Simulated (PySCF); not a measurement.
C₂Cl₂O₂Pt (SMILES [O+]#[C-]->[Pt]([Cl])([Cl])<-[C-]#[O+]), singlet, at a GFN2-xTB geometry (such geometries of metal compounds can be far from the true shape) (core potentials on Pt); DF-R2SCAN/def2-SVP (PySCF).

Here is a job for PySCF.
```python
from pyscf import gto, scf, dft

mol = gto.Mole()
mol.atom = '''
    Pt    0.00000000    0.00000000   -0.00000000
    Cl    2.12263974   -0.92553606    0.00158690
    Cl   -2.12263974    0.92553606   -0.00158690
    O     1.14019065    2.79347552    0.02902722
    C     0.72643614    1.74604345    0.01820497
    O    -1.14019065   -2.79347552   -0.02902722
    C    -0.72643614   -1.74604345   -0.01820497
'''
mol.basis = 'def2-svp'
mol.ecp = {'Pt': 'def2-svp'}
mol.verbose = 4
mol.build()

mf = dft.RKS(mol)
mf.xc = 'r2scan'
mf.grids.level = 1
mf = mf.density_fit(auxbasis='def2-universal-jkfit')
mf.kernel()
```

It wrote (shortened):

```
PySCF version 2.14.0

[INPUT] verbose = 4
[INPUT] num. atoms = 7
[INPUT] num. electrons = 80
[INPUT] charge = 0
[INPUT] spin (= nelec alpha-beta = 2S) = 0
[INPUT] symmetry False subgroup None
[INPUT] Mole.unit = angstrom
[INPUT] Symbol           X                Y                Z      unit          X                Y                Z       unit  Magmom
[INPUT]  1 Pt     0.000000000000   0.000000000000   0.000000000000 AA    0.000000000000   0.000000000000   0.000000000000 Bohr   0.0
[INPUT]  2 Cl     2.122639740000  -0.925536060000   0.001586900000 AA    4.011207769718  -1.749009671809   0.002998806387 Bohr   0.0
[INPUT]  3 Cl    -2.122639740000   0.925536060000  -0.001586900000 AA   -4.011207769718   1.749009671809  -0.002998806387 Bohr   0.0
[INPUT]  4 O      1.140190650000   2.793475520000   0.029027220000 AA    2.154648058290   5.278903668477   0.054853495957 Bohr   0.0
[INPUT]  5 C      0.726436140000   1.746043450000   0.018204970000 AA    1.372765351586   3.299543922091   0.034402407406 Bohr   0.0
[INPUT]  6 O     -1.140190650000  -2.793475520000  -0.029027220000 AA   -2.154648058290  -5.278903668477  -0.054853495957 Bohr   0.0
[INPUT]  7 C     -0.726436140000  -1.746043450000  -0.018204970000 AA   -1.372765351586  -3.299543922091  -0.034402407406 Bohr   0.0

nuclear repulsion = 497.85135393937
number of shells = 52
number of NR pGTOs = 225
number of NR cGTOs = 124
basis = def2-svp
ecp = {'Pt': 'def2-svp'}

******** <class 'pyscf.df.df_jk.DFRKS'> ********
method = DFRKS
initial guess = minao
damping factor = 0
level_shift factor = 0
DIIS = <class 'pyscf.scf.diis.CDIIS'>
diis_start_cycle = 1
diis_space = 8
diis_damp = 0
SCF conv_tol = 1e-09
SCF conv_tol_grad = None
SCF max_cycles = 50
direct_scf = False
XC library pyscf.dft.libxc version 7.1.2
    S. Lehtola, C. Steigemann, M. J. T. Oliveira, and M. A. L. Marques,  SoftwareX 7, 1–5 (2018)
XC functionals = r2scan
    J. W. Furness, A. D. Kaplan, J. Ning, J. P. Perdew, and J. Sun,  J. Phys. Chem. Lett. 11, 8208–8215 (2020)
    J. W. Furness, A. D. Kaplan, J. Ning, J. P. Perdew, and J. Sun,  J. Phys. Chem. Lett. 11, 9248–9248 (2020)
    J. W. Furness, A. D. Kaplan, J. Ning, J. P. Perdew, and J. Sun,  J. Phys. Chem. Lett. 11, 8208–8215 (2020)
    J. W. Furness, A. D. Kaplan, J. Ning, J. P. Perdew, and J. Sun,  J. Phys. Chem. Lett. 11, 9248–9248 (2020)
radial grids:
    Treutler-Ahlrichs [JCP 102, 346 (1995); DOI:10.1063/1.469408] (M4) radial grids

becke partition: Becke, JCP 88, 2547 (1988); DOI:10.1063/1.454033
pruning grids: <function nwchem_prune>
grids dens level: 1
symmetrized grids: False
atomic radii adjust function: <function treutler_atomic_radii_adjust>
small_rho_cutoff = 0
Set gradient conv threshold to 3.16228e-05
Initial guess from minao.
tot grids = 42288
init E= -1254.9953645352
  HOMO = -0.618312643836605  LUMO = -0.529394693503411  gap/eV = 2.41958
cycle= 1 E= -1265.25999613708  delta_E= -10.3  |g|= 1.56  |ddm|=  9.4
  HOMO = -0.0664171974560727  LUMO = 0.0651188559304421  gap/eV = 3.57928
cycle= 2 E= -1252.61310755964  delta_E= 12.6  |g|= 5.63  |ddm|= 6.66
  HOMO = -0.243308697412125  LUMO = -0.0980230745335054  gap/eV = 3.95342
cycle= 3 E= -1265.83185142852  delta_E= -13.2  |g|= 0.641  |ddm|= 5.61
  HOMO = -0.244620835563405  LUMO = -0.164734845860051  gap/eV = 2.17381
cycle= 4 E= -1265.85632794555  delta_E= -0.0245  |g|= 0.605  |ddm|= 1.01
  HOMO = -0.25877584869647  LUMO = -0.16323984715748  gap/eV = 2.59967
cycle= 5 E= -1265.90728443654  delta_E= -0.051  |g|= 0.35  |ddm|= 0.552
  HOMO = -0.248793123991202  LUMO = -0.14508349461135  gap/eV = 2.82208
cycle= 6 E= -1265.93187593075  delta_E= -0.0246  |g|= 0.0688  |ddm|= 0.277
  HOMO = -0.240659682424151  LUMO = -0.14766696846246  gap/eV = 2.53046
cycle= 7 E= -1265.93305767897  delta_E= -0.00118  |g|= 0.0316  |ddm|= 0.116
  HOMO = -0.241226569943143  LUMO = -0.147193625760312  gap/eV = 2.55877
cycle= 8 E= -1265.93327826924  delta_E= -0.000221  |g|= 0.00822  |ddm|= 0.0256
  HOMO = -0.240782506539429  LUMO = -0.14719606063526  gap/eV = 2.54662
cycle= 9 E= -1265.93329348137  delta_E= -1.52e-05  |g|= 0.00228  |ddm|= 0.00702
  HOMO = -0.240667341828002  LUMO = -0.147175416690963  gap/eV = 2.54404
cycle= 10 E= -1265.93329470884  delta_E= -1.23e-06  |g|= 0.000126  |ddm|= 0.00228
  HOMO = -0.240674228223044  LUMO = -0.147171318038457  gap/eV = 2.54434
cycle= 11 E= -1265.93329471307  delta_E= -4.23e-09  |g|= 9.68e-06  |ddm|= 0.000154
  HOMO = -0.240674564942612  LUMO = -0.147172261618146  gap/eV = 2.54433
cycle= 12 E= -1265.93329471309  delta_E= -2.14e-11  |g|= 1.14e-06  |ddm|= 1.04e-05
  HOMO = -0.240674399059377  LUMO = -0.14717217948945  gap/eV = 2.54432
Extra cycle  E= -1265.9332947131  delta_E= -1.36e-12  |g|= 3.46e-06  |ddm|= 4.16e-06
converged SCF energy = -1265.9332947131
```
